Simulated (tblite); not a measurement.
Compound: C₅H₆FNSi₂.
Cartesian coordinates in Å at the GFN2-xTB level; atoms count from 1:
```xyz
15
C5H6FNSi2 angstrom
C      3.919   -0.755   -0.966
C      2.903   -0.119   -0.872
Si     1.338    0.845   -0.650
F      1.611    2.196   -1.519
C     -0.194   -0.089   -1.300
C     -1.046   -0.065   -0.254
C     -2.363   -0.646   -0.210
N     -3.047   -0.524    0.845
Si    -0.167    0.899    1.143
H      4.810   -1.305   -1.069
H     -0.414   -0.562   -2.247
H     -2.700   -1.173   -1.118
H     -3.970   -0.953    0.826
H      0.142    0.112    2.338
H     -0.827    2.148    1.526
```

Computed with GFN2-xTB (tblite): harmonic, unscaled wavenumbers at the GFN2-xTB geometry, gas phase. The method is semi-empirical: single wavenumbers can be off by several per cent or more. Modes of hydrogen on silicon can be 10 to 20 % off. One conformer, not necessarily the lowest.

Harmonic wavenumbers (cm⁻¹): 42.7, 69.3, 91.2, 121.3, 134.0, 154.2, 229.9, 254.0, 268.3, 293.9, 362.0, 379.6, 394.6, 502.4, 545.4, 601.2, 619.2, 671.5, 680.0, 687.6, 736.4, 752.0, 768.5, 796.6, 836.2, 999.3, 1091.6, 1151.5, 1266.6, 1361.1, 1571.3, 1675.0, 2200.7, 2225.4, 2231.4, 2796.7, 3040.3, 3339.2, 3353.2.

A = 2301, B = 648.6, C = 623.9 MHz; mass 155.002 u (most abundant isotopes); point group C1, symmetry number 1.

Question: What is the zero-point energy?

Answer: Half the sum of the wavenumbers: 19648 cm⁻¹ = 56.18 kcal/mol.

Question: Give the ideal-gas entropy at 298.15 K and 1 bar in the rigid-rotor, harmonic-oscillator model (classical rotation).

Answer: Translation 41.05, rotation 30.22, vibration 35.78: S = 107.1 cal/(mol K).

Question: And Cp and H(298.15 K) − H(0)?

Answer: Cp = 42.89 cal/(mol K), of which vibrations give 34.94 (their classical limit is 39 R = 77.5); H(298.15 K) − H(0) = 7.96 kcal/mol without the zero-point energy, 5.59 from vibrations.

Question: Which modes carry the vibrational entropy at 298.15 K?

Answer: 42.7 cm⁻¹: 5.13; 69.3 cm⁻¹: 4.17; 91.2 cm⁻¹: 3.63; 121.3 cm⁻¹: 3.08; 134.0 cm⁻¹: 2.89; 154.2 cm⁻¹: 2.62 cal/(mol K); the other 33 give 14.26 together.

Question: What must be added to the electronic energy to get the Gibbs energy at 298.15 K and 1 bar?

Answer: ZPE + [H(298.15 K) − H(0)] − T·S = 56.18 + 7.96 − 31.92 = 32.22 kcal/mol.

Question: Blend soft modes into free rotors: weight 1/[1 + (100 cm⁻¹/ν̃)⁴] for the oscillator and the rest for a rotor with moment μB/(μ + B), μ = h/(8π²ν), B = 10⁻⁴⁴ kg m². What vibrational entropy results?

Answer: 33.01 cal/(mol K) in place of 35.78, which changes −T·S at 298.15 K by +0.83 kcal/mol.

Question: How do the functions run with temperature in this model?

Answer: 
```json
{"T (K)": "100", "S (cal/(mol K))": "73.2", "Cp (cal/(mol K))": "21.6", "H − H(0) (kcal/mol)": "1.43", "G − H(0) (kcal/mol)": "-5.89", "ln q(vib)": "2.13"}
{"T (K)": "200", "S (cal/(mol K))": "91.9", "Cp (cal/(mol K))": "33.4", "H − H(0) (kcal/mol)": "4.19", "G − H(0) (kcal/mol)": "-14.18", "ln q(vib)": "5.41"}
{"T (K)": "300", "S (cal/(mol K))": "107.3", "Cp (cal/(mol K))": "43.0", "H − H(0) (kcal/mol)": "8.04", "G − H(0) (kcal/mol)": "-24.16", "ln q(vib)": "8.64"}
{"T (K)": "500", "S (cal/(mol K))": "132.6", "Cp (cal/(mol K))": "55.7", "H − H(0) (kcal/mol)": "18.03", "G − H(0) (kcal/mol)": "-48.26", "ln q(vib)": "14.63"}
{"T (K)": "800", "S (cal/(mol K))": "161.3", "Cp (cal/(mol K))": "66.1", "H − H(0) (kcal/mol)": "36.46", "G − H(0) (kcal/mol)": "-92.55", "ln q(vib)": "22.40"}
{"T (K)": "1000", "S (cal/(mol K))": "176.5", "Cp (cal/(mol K))": "70.5", "H − H(0) (kcal/mol)": "50.15", "G − H(0) (kcal/mol)": "-126.37", "ln q(vib)": "26.88"}
```

q(vib) and H(0) count from the zero-point level.

Hindered rotation and anharmonicity are outside this model. Other conformers, if any are populated, would add a mixing term that is left out. The structure is chiral; the term R ln 2 for an equal mix with its mirror image is left out.
